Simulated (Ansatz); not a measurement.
Energy difference R1 → P1 + P2, each structure at its B3LYP-D3(BJ)/def2-TZVP stationary point, reached from a drawn start (curvature not checked).
R1, Cl4Zr (SMILES [Cl][Zr]([Cl])([Cl])[Cl]) (charge 0, multiplicity 1, Z-matrix in Å and degrees):
```
Zr
Cl 1 2.3322
Cl 1 2.3322 2 109.47
Cl 1 2.3322 2 109.47 3 119.99
Cl 1 2.3322 2 109.47 3 -120.00
```
P1, Cl3Zr (SMILES [Cl][Zr]([Cl])[Cl]) (charge 0, multiplicity 2):
```xyz
4

Zr     0.000     0.000     0.000
Cl     2.344    -0.010    -0.009
Cl    -1.163     2.035    -0.002
Cl    -1.180    -2.025     0.011
```
P2: Cl atom, charge 0, multiplicity 2.

P less R. No zero-point or thermal terms; singlets are restricted closed shells; open shells are unrestricted; no spin–orbit coupling. The spin states of the d-block species are the ones drawn and need not be the lowest.

Correlated levels freeze the cores.

Run with Ansatz (Gaussian basis) for Hartree–Fock, density functionals and correlated methods. All values are computed, each at the level named. Elements past Kr take the def2 small-core potentials, without spin–orbit coupling.

```json
[
 {"level": "HF/def2-SVP", "reaction energy (kcal/mol)": "78.88"},
 {"level": "HF/def2-QZVPP", "reaction energy (kcal/mol)": "80.09"},
 {"level": "SVWN5/def2-TZVPP", "reaction energy (kcal/mol)": "132.91"},
 {"level": "B97M-V/def2-TZVPP", "reaction energy (kcal/mol)": "118.89"},
 {"level": "BHLYP/def2-TZVPP", "reaction energy (kcal/mol)": "104.17"},
 {"level": "MP2/def2-QZVPP", "reaction energy (kcal/mol)": "119.55"},
 {"level": "SCS-MP2/def2-TZVPP", "reaction energy (kcal/mol)": "113.88"},
 {"level": "CCSD/def2-QZVPP", "reaction energy (kcal/mol)": "108.32"},
 {"level": "CCSD(T)/def2-QZVPP", "reaction energy (kcal/mol)": "[?]"}
]
```

### Question
What belongs in the gaps?

### Answer

- CCSD(T)/def2-QZVPP, reaction energy (kcal/mol): 113.04

Ansatz is a first-principles code.
